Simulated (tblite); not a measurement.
Task: What does the GFN2-xTB structure of `C=c1ccc(=CN)cc1` look like in three dimensions?

Result: 
Z-matrix in Å and degrees, rows numbered from 1:
```
C 
C   1  1.3480
C   2  1.4453  1  122.22
C   3  1.3427  2  121.92  1   179.95
C   4  1.4414  3  122.11  2    -0.15
C   5  1.3629  4  119.92  3  -179.90
N   6  1.3681  5  126.40  4   175.79
C   5  1.4412  4  116.15  3     0.34
C   8  1.3432  5  121.82  4    -0.26
H   1  1.0763  2  121.53  3   179.82
H   1  1.0763  2  121.64  3    -0.10
H   3  1.0812  2  117.41  1    -0.05
H   4  1.0820  3  120.51  2   179.94
H   6  1.0819  5  119.23  4     0.36
H   7  1.0053  6  117.77  5   161.07
H   7  1.0069  6  117.39  5    16.02
H   8  1.0823  5  118.67  4   179.89
H   9  1.0815  2  117.30  1     0.16
```

The 6-membered ring C2–C3–C4–C5–C8–C9 has internal angles of 115.8° to 122.2° (sum 720°, against 720° for a flat polygon); it is planar, 0.00 Å rms from its mean plane, widest ring torsion 0°. The C–C distances run from 1.343 Å (C3–C4, drawn aromatic) to 1.445 Å (C2–C3, drawn aromatic), a spread of 0.102 Å. Of the pairs four or more bonds apart, H16···H17 is among the closest relative to their van der Waals radii: 2.07 Å, 86 % of the sum of Bondi's values. N7 (nitrogen bonded to C and 2 H) has angles 117.8°, 117.4° and 115.4°, sum 350.6°, 0.20 Å off the plane of its three neighbours.

Structure optimised with GFN2-xTB, isolated species.

Point group: near Cs, missed by 0.36 Å at most; the miss may be what the optimiser left on a soft mode. Its GFN2-xTB frequencies are all real (lowest 71 cm⁻¹).

The numbers are calculated, not measured.
